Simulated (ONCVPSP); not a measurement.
## Pseudopotential generation for promethium: ONCV, LDA (Perdew-Wang 92), non-relativistic.

promethium, optimised norm-conserving Vanderbilt (ONCV), made with ONCVPSP 4.0.1 (LDA (Perdew-Wang 92), non-relativistic). Core [Xe] 4f4, reference 5d1 6s2. Waves: 6s: rc 4.00 bohr, ncon 4, nbas 7, qcut 1.5 1/bohr, 2 projectors, debl 1.6 Ha; p scattering state at 0.11 Ha: rc 3.40 bohr, ncon 5, nbas 10, qcut 2.1 1/bohr, 2 projectors, debl 2.3 Ha; 5d: rc 2.50 bohr, ncon 3, nbas 6, qcut 3.6 1/bohr, 2 projectors, debl 1.3 Ha. Local part: polynomial inside 2.45 bohr (lpopt 5, dvloc0 1 Ha). Core correction: none.

In the p channel the program set the typed energies aside and used 0.050, 2.350 Ha.

* Cutoffs needed: 7.0 Ha and 19 Ha (the cutoffs (Ha) at which the residual kinetic energy of the hardest occupied pseudo-wave falls to 1 and 0.1 mHa per electron) The cutoffs count occupied waves only; projector 2 of the p channel, the hardest unoccupied one, needs 35 Ha at the loose tolerance.
* Ghost test: no bound ghost flagged; GHOST(+) flagged for s at 22.9 eV, p at 62.1 eV
* Configuration tests: 1 of 4 tests not solved or not reliable; not counted: 5d0 6s2 (all-electron energy unsafe for a near-neutral lanthanide with less than one 5d electron, printed error +222 meV)
